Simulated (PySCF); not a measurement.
Spectra and structures to be paired. The calculation used TDDFT CAM-B3LYP/def2-SVPD, vertical, gas phase, core orbitals frozen in the response in PySCF. Geometries: GFN2-xTB; one conformer of each isolated species. Triplets are in the Tamm–Dancoff approximation.

A. `CCNN(C)C`
B. `CS[Si@](N)(C#N)CC#N`
C. `C[Si](O)(O)S`
D. `C=CC(C)C`
E. `CC=C(C)C`

Lowest singlet levels (six at most, fewer where fewer were computed) with oscillator strengths:

1. 6.25 eV (f 0.023); 6.41 eV (f 0.010); 7.15 eV (f 0.006); 7.26 eV (f 0.022); 7.31 eV (f 0.013); 7.43 eV (f 0.047); T1 6.01 eV
2. 7.39 eV (f 0.063); 7.56 eV (f 0.469); 7.80 eV (f 0.000); 8.05 eV (f 0.002); 8.14 eV (f 0.000); 8.71 eV (f 0.010); T1 4.53 eV
3. 6.04 eV (f 0.022); 6.78 eV (f 0.057); 7.27 eV (f 0.060 summed over 2 states); 7.50 eV (f 0.008); 7.94 eV (f 0.005); 8.03 eV (f 0.072) [of 8 roots; the last level is left out, as the window may have cut its degenerate partner]; T1 5.67 eV
4. 5.48 eV (f 0.003); 6.29 eV (f 0.033); 6.44 eV (f 0.015); 6.74 eV (f 0.011); 6.87 eV (f 0.008); 7.08 eV (f 0.049); T1 5.17 eV
5. 6.44 eV (f 0.000); 7.26 eV (f 0.525); 7.33 eV (f 0.000); 7.40 eV (f 0.008); 8.17 eV (f 0.009); 8.30 eV (f 0.011); T1 4.43 eV

Question: Match each spectrum to its molecule.

Answer: 1 = A, 2 = D, 3 = C, 4 = B, 5 = E.
- A: S1 at 6.25 eV, HOMO→LUMO (78%), HOMO-1→LUMO (9%); Löwdin shares by element: HOMO nitrogen 66%, carbon 15% or more (atoms not listed hold the other 20%); LUMO carbon 45% (atoms not listed hold the other 55%); HOMO -7.81 and LUMO 1.36 eV.
- B: S1 at 5.48 eV, HOMO→LUMO (83%); Löwdin shares by element: HOMO sulfur 70%, carbon 11% or more, silicon 6%, nitrogen 4% or more; LUMO sulfur 23%, carbon 18% or more, nitrogen 18% or more, silicon 16% (atoms not listed hold the other 25%); HOMO -8.93 and LUMO 0.03 eV.
- C: S1 at 6.04 eV, HOMO→LUMO (66%), HOMO→LUMO+4 (10%), HOMO→LUMO+2 (9%); Löwdin shares by element: HOMO sulfur 79%, hydrogen 7% or more, silicon 7%; LUMO silicon 24%, sulfur 21%, oxygen 16% or more, hydrogen 10% or more (atoms not listed hold the other 29%); HOMO -8.68 and LUMO 0.51 eV.
- D: S1 at 7.39 eV, HOMO→LUMO (69%), HOMO→LUMO+3 (16%), HOMO→LUMO+2 (11%); Löwdin shares by element: HOMO carbon 83% or more (atoms not listed hold the other 17%); LUMO carbon 43% or more, hydrogen 7% or more (atoms not listed hold the other 50%); HOMO -8.78 and LUMO 1.51 eV; point group Cs, 2 of its 6 listed states under f = 0.0005.
- E: S1 at 6.44 eV, HOMO→LUMO (93%); Löwdin shares by element: HOMO carbon 80% or more (atoms not listed hold the other 20%); LUMO carbon 52% or more (atoms not listed hold the other 48%); HOMO -7.97 and LUMO 1.38 eV; point group Cs, 2 of its 6 listed states under f = 0.0005.
